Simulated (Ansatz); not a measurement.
PBE exchange is replaced step by step with exact exchange (0 % is PBE, 25 % PBE0; no dispersion term), basis def2-SVPD, Ansatz. System: the cluster Mo7⁻. Total charge -1; doublet. Geometry: PBE-D4/def2-SVPD.

Geometry of the doublet:

```xyz
7

Mo    0.635   -1.749   -0.645
Mo    0.842   -0.406    1.405
Mo    0.185    1.977   -0.062
Mo   -1.249    0.788    1.377
Mo    1.816    0.372   -0.718
Mo   -0.677    0.249   -1.544
Mo   -1.552   -1.231    0.187
```

In the def2 sets Mo takes a core potential; there is no spin–orbit coupling. At PBE-D4/def2-SVPD, PBE with 10 % exact exchange/def2-SVPD, PBE with 15 % exact exchange/def2-SVPD, PBE0-D4/def2-SVPD the charge -1 doublet is spin-contaminated (final ⟨S²⟩ up to 1.89, 0.75 for a pure state). At PBE-D4/def2-SVPD, PBE with 10 % exact exchange/def2-SVPD the highest occupied level of the charge -1 doublet lies above zero (up to 0.29 eV). It is a level of β spin, whose loss leaves a triplet; that state wasn't run at this geometry and level. The electron is either unbound and held by the finite basis, or the level is raised by self-interaction error. The geometry of the doublet was relaxed on an unsound state (⟨S²⟩ 1.15, where a pure state has 0.75). At PBE0-D4/def2-TZVPD a quartet of charge -1 lies 0.07 eV below the doublet, each at its own geometry. That quartet is doubtful there (⟨S²⟩ 4.25, where a pure state has 3.75). The structure comes from a short search, and lower isomers may exist.

HOMO and LUMO are taken over both spins.

| exact exchange (%) | HOMO (eV) | LUMO (eV) | gap (eV) | ⟨S²⟩ |
| --- | --- | --- | --- | --- |
| 0 | 0.29 | 0.51 | 0.22 | 1.149 |
| 10 | 0.03 | 0.75 | 0.72 | 1.365 |
| 15 | -0.08 | 0.86 | 0.94 | 1.514 |
| 25 | -0.29 | 1.10 | 1.40 | 1.894 |
